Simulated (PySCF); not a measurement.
# A survey of ¹⁷O NMR shifts

[PySCF 2.14: GFN2-xTB structure; PBE0/pcSseg-1 with gauge-including orbitals; gas phase; equivalent nuclei averaged; relativity neglected; a single conformation]

Shieldings were converted by a linear fit to measured shifts: ¹⁷O: δ = 266.70 − 0.911σ (rms 10.7 ppm, 155 shifts, 12.2 ppm with the 3 outliers that the fit left out vs liquid water, solution or neat liquid). Occasional misses reach two or three times the rms, and more in compound classes unlike the fitted ones.

(1) Give the ¹⁷O shifts of `C#C[P@@](C)(=O)CC`, `CC#C[C@H]1CNC(=O)C1`, `COCCc1ncsn1`, `F[C@@H]1C[C@]1(F)OC(F)(F)F`.

(2) Match the shifts 313.2, 86.0, 49.6, 0.2 ppm to `CC#C[P@H](=O)CC`, `C=CC(=C)/C=C/C(N)=O`, `N#C[SiH]1OCCCO1`, `CC1=C(C)OCC1`.

Results:

(1) 
```tsv
compound	environment	δ (ppm)
C#C[P@@](C)(=O)CC	P=O oxygen	51.9
CC#C[C@H]1CNC(=O)C1	amide-type carbonyl oxygen	326.1
COCCc1ncsn1	ether oxygen	-15.9
F[C@@H]1C[C@]1(F)OC(F)(F)F	ether oxygen	96.2
```

(2) 313.2: C=CC(=C)/C=C/C(N)=O (amide-type carbonyl oxygen); 86.0: CC1=C(C)OCC1 (ether oxygen); 49.6: CC#C[P@H](=O)CC (P=O oxygen); 0.2: N#C[SiH]1OCCCO1 (oxygen bonded to C, Si, in a 6-membered ring).

In solution the two oxygens of a carboxylic acid give one averaged line by proton exchange, and hydrogen bonding shields acid and N–H amide carbonyl oxygens by tens of ppm; neither is in these numbers.
